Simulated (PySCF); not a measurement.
Estimate the missing entries of this data sheet.

Compound: C₈H₇FO.
SMILES: `CC(=O)c1ccccc1F`

Conformer (atom-mapped SMILES and torsion angles): `[CH3:1][C:2](=[O:3])[c:4]1[cH:5][cH:6][cH:7][cH:8][c:9]1[F:10]`: C1–C2–C4–C5 180°.

```json
{"property": "point group of the GFN2-xTB geometry", "level": "GFN2-xTB", "value": "?"}
{"property": "rotational constants A, B, C of the GFN2-xTB geometry", "level": "GFN2-xTB", "value": "2.230, 1.219, 0.792 GHz"}
{"property": "dipole moment", "level": "PBE0/pcSseg-1", "value": "?"}
{"property": "HOMO energy", "level": "PBE0/pcSseg-1", "value": "?"}
{"property": "LUMO energy", "level": "PBE0/pcSseg-1", "value": "?"}
{"property": "13C chemical shifts (computed TMS as zero) by class", "level": "GIAO PBE0/pcSseg-1", "value": "?"}
{"property": "1H chemical shifts (computed TMS as zero) by class", "level": "GIAO PBE0/pcSseg-1", "value": "?"}
{"property": "isotropic shieldings of nuclei other than C and H, by class", "level": "GIAO PBE0/pcSseg-1", "value": "-307 (1 O), 281 (1 F) ppm"}
```

Gas-phase values; electronic properties from PySCF, density fitting. One conformer (not necessarily the lowest) at the GFN2-xTB geometry, without solvent or vibrations. NMR classes are plain means over equivalent atoms (diastereotopic ones count apart unless rotation or inversion swaps them), as if these changed places fast; in this geometry the members of some classes differ.

Task: The 1H chemical shifts (computed TMS as zero) by class?

Result: 8.68 (1 H), 7.80 (1 H), 7.56 (1 H), 7.45 (1 H), 2.74 (3 H) ppm.

Task: What is the dipole moment?

Result: 2.82 D.

Task: Give the HOMO energy.

Result: -7.55 eV.

Task: Give the point group of the GFN2-xTB geometry.

Result: Cs.

Task: Give the 13C chemical shifts (computed TMS as zero) by class.

Result: 197.6 (1 C), 173.5 (1 C), 141.1 (1 C), 139.1 (1 C), 129.7 (1 C), 127.7 (1 C), 122.7 (1 C), 35.0 (1 C) ppm.

Task: Give the LUMO energy.

Result: -1.79 eV.

With B = h/(8π²I), that is 505.379 GHz u Å² over I, the principal moments of inertia are 226.6, 414.6 and 638.1 u Å² (most abundant isotopes). A dipole of 2.82 D is allowed in Cs, and pure rotational transitions are dipole-allowed. The rotational constants make it an asymmetric top with κ = (2B − A − C)/(A − C) = -0.41, nearer the prolate limit (−1).
